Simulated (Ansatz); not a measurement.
Abridged output of a molecular run in Ansatz:

```
Functional definition: HF
1139 factors; integrals over basis functions are off by at most 1.2e-3 eV
mean field evaluation 1: about -70191.3669 eV, gradient 3.9e1 eV
mean field evaluation 2: about -70191.3690 eV, gradient 3.9e1 eV
mean field evaluation 4: about -70194.9796 eV, gradient 3.3e0 eV
mean field evaluation 8: about -70195.0339 eV, gradient 9.7e-2 eV
mean field evaluation 16: about -70195.0305 eV, gradient 4.2e-1 eV
mean field -70195.03401212 eV, -2579.6199200424 hartree, gradient 1.5e-6 eV, S^2 0.000000; 0 other end points of the search recorded, 0 dependent functions left out
20 core orbitals not correlated: weight in the atoms' cores, before any rotation towards them, 1.000 or more for the frozen orbitals, at most 0.000 for the correlated occupied ones
reference -70195.03401212 eV, -2579.6199200424 hartree; 17, 17 occupied and 80, 80 virtual orbitals, 1139 factors
second order -16.37881499 eV of doubles, -0.00000000 eV of singles
cycle   1  -16.78440246 eV  change   -4.1e-1 eV  update   1.2e-1
cycle   2  -17.44596689 eV  change   -6.6e-1 eV  update   3.9e-2
cycle   3  -17.59786602 eV  change   -1.5e-1 eV  update   2.1e-2
cycle   4  -17.58415657 eV  change    1.4e-2 eV  update   5.1e-3
cycle   5  -17.58341578 eV  change    7.4e-4 eV  update   2.7e-3
cycle   6  -17.58404629 eV  change   -6.3e-4 eV  update   8.2e-4
cycle   7  -17.58366396 eV  change    3.8e-4 eV  update   3.9e-4
cycle   8  -17.58367462 eV  change   -1.1e-5 eV  update   1.2e-4
cycle   9  -17.58373053 eV  change   -5.6e-5 eV  update   4.1e-5
cycle  10  -17.58373280 eV  change   -2.3e-6 eV  update   1.4e-5
perturbative correction -0.47806358 eV, -0.0175685125 hartree
Total energy: -70213.09580850 eV, -2580.2836788167 hartree
```

Its atoms:

Cartesian coordinates in Å:
```
Si 0.265 -0.325 -2.079
O -0.075 -1.345 -0.855
Ga -0.322 -1.216 0.918
Si -0.123 1.009 1.823
H 1.535 -0.723 -2.743
H -0.829 -0.347 -3.086
H 0.415 1.076 -1.583
H -0.629 -2.602 1.574
H -1.132 1.904 1.195
H -0.337 1.014 3.295
H 1.232 1.555 1.540
```

(1) Which basis set was used?
A. def2-SVP
B. cc-pV(Q+d)Z
C. def2-SVPD
D. def2-TZVPP

(2) Write the keys of the input that set method, charge and spin (a neutral closed shell needs none for the last two).

## Answers

(1) A. It gives 117 functions.

(2) 
```yaml
correlation: {method: ccsd_t}
```
